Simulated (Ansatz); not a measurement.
`C[Se][AlH][BH]S` + `[OH][AlH][Cl]` → `C[Se][AlH2]` + `SB[O][AlH][Cl]`  (redistribution)

Program: Ansatz. Geometries: PBE0-D4/def2-TZVP. ΔE: electronic, gas phase. CCSD(T)/CBS adds triple-zeta CCSD(T) − MP2 to the extrapolated MP2 energy (def2 sets, frozen cores). This one scheme is used for every species. For Se outer-core shells are correlated without core-valence functions, which leaves a few kJ/mol of doubt a bond. Scalar relativity is left out up to krypton. Each species was taken in one conformer, which may not be the lowest.

| species | CCSD(T)/CBS(def2) energy (Eh) |
| --- | --- |
| `C[Se][AlH][BH]S` | -3106.99712 |
| `[OH][AlH][Cl]` | -778.29577 |
| `C[Se][AlH2]` | -2683.80327 |
| `SB[O][AlH][Cl]` | -1201.54063 |

**Question.** Work out ΔE.

**Answer.** ΔE = (-2683.80327) + (-1201.54063) − (-3106.99712) − (-778.29577) = -0.05101 Eh = -1.39 eV.

Largest T1 diagnostic among the species: 0.013.

The D4 term adds +0.04 eV with B3LYP and +0.03 eV with PBE0; it sums over pairs of atoms, weighted by their polarisabilities, and B3LYP, whose exchange is more repulsive, gets the larger term. From PBE to PBE0 (25 % exact exchange), in def2-TZVPP and without D4, ΔE moves by −0.07 eV. In def2-TZVPP, CCSD(T) changes the Hartree–Fock value by +0.33 eV (the triples alone add +0.05 eV) and MP2 by +0.30 eV.

B3LYP here is the variant with VWN-RPA as its local correlation; programs differ in this.
